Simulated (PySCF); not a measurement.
# Ionisation energy of In³³⁺ by level of theory

In³³⁺ [Ne] 3s2 3p4 (3P) → In³⁴⁺ [Ne] 3s2 3p3 (4S), as a difference of total energies. All numbers are calculated (PySCF 2.14, scalar relativity by spin-free X2C-1e, in an uncontracted even-tempered set (18 s from 4.7 bohr⁻², ratio 2.5; 12 p from 6.1 bohr⁻², ratio 2.5; 5 d from 29 bohr⁻², ratio 2.7; 4 f from 43 bohr⁻², ratio 2.7)). Correlated levels: outer shells: 1s2 frozen; virtual orbitals above 40 to 60 times the deepest correlated orbital energy dropped. The calculations carry no spin-orbit coupling.

| method | ionisation energy (eV) |
| --- | --- |
| UHF | 2119.2 |
| MP2 (outer shells) | 2120.3 |
| SCS-MP2 (outer shells) | 2120.3 |
| CCSD (outer shells) | 2120.2 |
| CCSD(T) (outer shells) | 2120.3 |

Spin-orbit coupling is strong in these open shells (close to jj coupling). The scalar numbers leave it out and a first-order estimate fails, so it can dominate the gap to the real levels.

Breit and QED terms and the two-electron picture change are absent.

For comparison: 2111 ± 3 eV (semi-empirical (NIST evaluation); NIST Atomic Spectra Database, ionization energies).
